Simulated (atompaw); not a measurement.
# u(r) = r·R(r): atom against pseudo-atom (Au)

Columns: radius, all-electron u(r) and pseudo u(r) of the 6p shell (level -0.77 eV) of gold in the configuration [Xe] 4f14 5d10 6s1 6p0; PBE, scalar-relativistic, PAW (atompaw) scheme, atompaw 4.2.0.5.

```csv
r (bohr),all-electron,pseudo
0.115,-0.0622,0.0017
0.231,0.0287,0.0067
0.346,0.0999,0.0148
0.462,0.0362,0.0261
0.577,-0.0618,0.0400
0.692,-0.1333,0.0565
0.808,-0.1635,0.0752
0.923,-0.1573,0.0957
1.038,-0.1260,0.1175
1.154,-0.0794,0.1407
1.269,-0.0260,0.1643
1.385,0.0298,0.1885
1.500,0.0836,0.2124
1.615,0.1343,0.2361
1.731,0.1812,0.2594
1.846,0.2232,0.2818
1.962,0.2610,0.3034
2.077,0.2940,0.3237
2.192,0.3230,0.3429
2.308,0.3484,0.3608
2.423,0.3701,0.3773
2.538,0.3886,0.3923
2.654,0.4044,0.4060
2.769,0.4175,0.4180
2.885,0.4284,0.4285
3.000,0.4372,0.4372
```

Q: How many radial nodes do the two functions have?

A: The all-electron 6p function has n − l − 1 = 4 (the table is too coarse to show those close to the nucleus); the pseudo-wave has 0, since the states of the same l below it are removed with the core.

Q: Is the pseudo-wave norm-conserving?

A: No, it belongs to a PAW set: the norm inside the radius is not constrained, and the difference is carried by the augmentation charge.
